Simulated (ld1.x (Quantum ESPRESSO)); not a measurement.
Si (Z = 14), TM: configuration errors across variants

```json
{"Element": "Si (Z = 14)", "Generator": "ld1.x (Quantum ESPRESSO) 7.5", "Type": "norm-conserving Troullier–Martins (Kleinman–Bylander form)", "Functional": "PBE", "Relativity": "scalar-relativistic", "Frozen core": "[Ne]", "Valence charge": "4", "Reference configuration": "3s1.5 3p2.5", "Partial waves": "3s (bound): rc 1.90 bohr; 3d channel at 0.2 Ry: rc 1.60 bohr; 3p (bound): rc 1.90 bohr", "Local potential": "the p channel", "Core correction": "Bessel-smoothed model core inside 0.75 bohr"}
```

All-electron excitation energies from the reference (eV): (1) 3s2 3p2 -3.387; (2) 3s2 3p1 4.353; (3) 3s2 3p0 20.346; (4) 3s1 3p2 11.784; (5) 3s0 3p4 10.391; (6) 3s2 3p2.3 -4.317; (7) 3s2 3p1.5 -0.466.

Errors AE − PS in meV (a dash: test not solved or not reliable):

```tsv
change	(1)	(2)	(3)	(4)	(5)	(6)	(7)	bound ghosts
base	-0.5	-0.1	+9.9	+2.0	-6.7	-0.1	-1.0	none
core correction Bessel-smoothed model core inside 0.82 bohr	-0.5	-0.1	+9.9	+2.0	-6.7	-0.1	-1.0	none
core correction Bessel-smoothed model core inside 1.02 bohr	-0.5	-0.1	+9.9	+2.0	-6.7	-0.1	-0.9	none
core correction Bessel-smoothed model core inside 1.16 bohr	-0.5	-0.1	+10	+2.1	-6.3	-0.1	-0.9	none
core correction Bessel-smoothed model core inside 1.50 bohr	-0.2	-0.1	+12	+3.6	-2.7	+0.3	-0.7	none
core correction Bessel-smoothed model core inside 1.72 bohr	-0.4	-0.1	+8.3	+2.0	-3.9	0.0	-0.7	none
core correction Bessel-smoothed model core inside 1.84 bohr	-0.4	-0.3	+4.0	+0.8	-4.5	-0.1	-0.7	none
```

(1) Give the same row for: core correction none.

Results:

(1) +0.9, -0.2, -0.2, +2.3, +5.0, +1.0, +0.5; bound ghosts: none.
